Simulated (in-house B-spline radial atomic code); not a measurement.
A fraction x of an electron is moved 5p → 5d in Yb2+, starting from [Xe] 4f14 and keeping the highest spin. Method: scalar-relativistic (X2C) r2SCAN, spin-polarised, spherical fractional occupations, Fermi nucleus of rms radius 5.3108 fm. Calculated with a radial B-spline atomic code at the basis-set limit.

| x | E(x) - E(0) (eV) | 5p down level (eV) | 5d up level (eV) |
| --- | --- | --- | --- |
| 0 | 0.0000 | -43.037 | - |
| 0.125 | 3.7785 | -43.273 | -13.117 |
| 0.25 | 7.5398 | -43.493 | -13.466 |
| 0.375 | 11.2855 | -43.697 | -13.793 |
| 0.5 | 15.0159 | -43.885 | -14.104 |
| 0.625 | ? | ? | ? |
| 0.75 | 22.4294 | -44.212 | -14.689 |
| 0.875 | ? | ? | ? |
| 1 | 29.7753 | -44.479 | -15.240 |

**Question.** What belongs in the row x = 0.625?

**Answer.** An energy change of 18.7307 eV; 5p down at -44.056 eV, 5d up at -14.402 eV.

**Question.** What belongs in the row x = 0.875?

**Answer.** An energy change of 26.1112 eV; 5p down at -44.353 eV, 5d up at -14.968 eV.

**Question.** Check Janak's theorem between x = 0.125 and 0.25.

**Answer.** The slope of the energy is 30.09 eV; the orbital levels give 30.09 eV (ε of the receiving orbital less ε of the emptying one, averaged over the two points).
